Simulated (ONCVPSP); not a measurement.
Building the ONCV potential for phosphorus (P) (PBE, scalar-relativistic).

P, optimised norm-conserving Vanderbilt (ONCV), made with ONCVPSP 4.0.1 (PBE, scalar-relativistic). Core [Ne], reference 3s2 3p3. Waves: 3s: rc 1.45 bohr, ncon 4, nbas 7, qcut 5.4 1/bohr, 2 projectors, debl 0.6 Ha; 3p: rc 1.95 bohr, ncon 4, nbas 8, qcut 5.1 1/bohr, 2 projectors, debl 1 Ha. Local part: polynomial inside 1.05 bohr (lpopt 4, dvloc0 4 Ha). Core correction: polynomial model core, fcfact 0.55.

* Cutoffs needed: 11 Ha and 13 Ha (the cutoffs (Ha) at which the residual kinetic energy of the hardest occupied pseudo-wave falls to 1 and 0.1 mHa per electron)
* Ghost test: no bound ghost flagged; no localised positive-energy state flagged
* Largest excitation error: +37 meV (all-electron minus pseudo) for 3s2 3p0, out of 4 test configurations
* rms error of d²Exc/dni dnj: 1.61 mHa without and 0.47 mHa with the model core
